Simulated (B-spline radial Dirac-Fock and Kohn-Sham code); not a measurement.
Isotope-shift constants of the inner levels of Co³⁺

System: cobalt as Co³⁺ in the configuration [Ar] 3d6.

The computed values come from a radial finite-basis atomic code: first-order field-shift and mass-shift constants from Dirac-Fock ground and hole states with a Fermi nucleus; the mass shift has no relativistic recoil terms. A binding energy shifts by δE = F·δ⟨r²⟩ + (K_N + K_S)·δ(1/M); F is taken for a change of radius at fixed skin thickness and so holds the higher radial moments.

```tsv
level	F (meV/fm²)	K_N (meV u)	K_S (meV u)
K (1s)	-4.036	-4267	1633
L1 (2s)	-0.3823	-541.8	-139.1
L2 (2p1/2)	0.03520	-468.3	444.6
L3 (2p3/2)	0.03652	-460.1	424.4
M1 (3s)	-0.05621	-88.17	-36.81
M2 (3p1/2)	0.004441	-65.05	49.26
M3 (3p3/2)	0.004642	-64.00	45.07
```
